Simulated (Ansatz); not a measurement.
Calculated with Ansatz (gas phase, PBE0-D4/def2-TZVP geometries, no zero-point term in ΔE). CBS: MP2 limit from def2 TZ/QZ plus the TZ coupled-cluster correction, frozen cores. DFT in def2-TZVPP. One conformer a species, not always the lowest.

Reaction (redistribution): `OC(F)[SiH2][SiH3]` + `[CH3][AlH][O][SiH3]` → `[CH3][AlH][O][SiH2][SiH3]` + `OC(F)[SiH3]`

```csv
level,ΔE (eV)
PBE-D4,0.04
PBE0,0.07
```

(1) What does CCSD(T)/CBS give? (Best estimate.)

Largest T1 diagnostic among the species: 0.013.

Results:

(1) Computed: +0.06 eV. The listed levels differ from it by -0.02, 0.01 eV.

The D4 term adds −0.04 eV with B3LYP and −0.02 eV with PBE0; it sums over pairs of atoms, weighted by their polarisabilities, and B3LYP, whose exchange is more repulsive, gets the larger term.

B3LYP here is the variant with VWN-RPA as its local correlation; programs differ in this.
